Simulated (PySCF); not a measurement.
```xyz
5
charge 0 multiplicity 1, angstrom
Nb    0.0000    0.1703    0.1059
S     0.0000   -1.6583   -1.0311
F     0.0000    1.5904   -1.1026
F     1.5381    0.1837    1.1599
F    -1.5381    0.1837    1.1599
```

Computed with PBE/[Nb def2-SVP with ECP28, S def2-SVP, F def2-SVP], scalar-relativistic core potentials, density fitting, no spin–orbit coupling, PySCF.

This geometry of NbSF₃ is a stationary point at this level.

Problem. What is the point group?

Solution. C3v.

Problem. Is it a minimum?

Solution. Yes: all harmonic wavenumbers are real.

Problem. List the harmonic modes with their infrared intensities.

Solution. 
```
symmetry  ω (cm⁻¹)  IR (km/mol, summed over degenerate members)
       e       163                                         17.2
       e       189                                          3.6
      a1       195                                          5.9
      a1       564                                         34.2
      a1       684                                          105
       e       716                                          246
```

In C3v the vibrations span 3e + 3a1.

Stability towards spin polarisation was not tested. Other isomers or separated fragments may lie lower.
